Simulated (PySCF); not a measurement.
Geometry (Å), atoms numbered from 1 in this order:
```xyz
15

Si    2.530   -0.042    0.245
C     0.660   -0.028    0.072
C    -0.059   -1.219   -0.113
C    -1.447   -1.207   -0.242
C    -2.142   -0.001   -0.187
C    -1.445    1.193   -0.003
C    -0.058    1.177    0.125
H     3.174    0.757   -0.844
H     3.021   -1.451    0.169
H     2.951    0.552    1.551
H     0.473   -2.173   -0.157
H    -1.989   -2.146   -0.385
H    -3.231    0.010   -0.288
H    -1.986    2.141    0.040
H     0.472    2.124    0.268
```

- KT2/pcSseg-1 with gauge-including orbitals
- PBE0-D3(BJ)/def2-SVP structure
- code: PySCF
- one conformer, fast rotation and ring inversion assumed for equivalent nuclei, non-relativistic Hamiltonian, gas phase

Referencing at the same level of theory: TMS for 13C and 1H and 29Si.

```csv
atoms,nucleus,count,δ (ppm)
Si1,29Si,1,?
C2,13C,1,123.0
C5,13C,1,124.4
C4/C6,13C,2,123.2
H11/H15,1H,2,7.40
H8/H9/H10,1H,3,4.54
C3/C7,13C,2,?
H12/H14,1H,2,7.14
H13,1H,1,?
```

Complete the table.

Answers


- C3/C7: 131.0 ppm, aromatic CH; the aromatic region
- H13: 7.14 ppm, hydrogen on an aromatic CH; ring-current deshielding
- Si1: -66.8 ppm, silicon bonded to C, 3 H

Shifts are as computed. Against solution values, carbons near 30 ppm lie about +2 ppm off and those near 130 ppm about -5 ppm. Of 1211 compounds with measured shifts, 218 miss one by over three times the rms of a fit or turn the order of signals round; such compounds aren't used in these exercises.
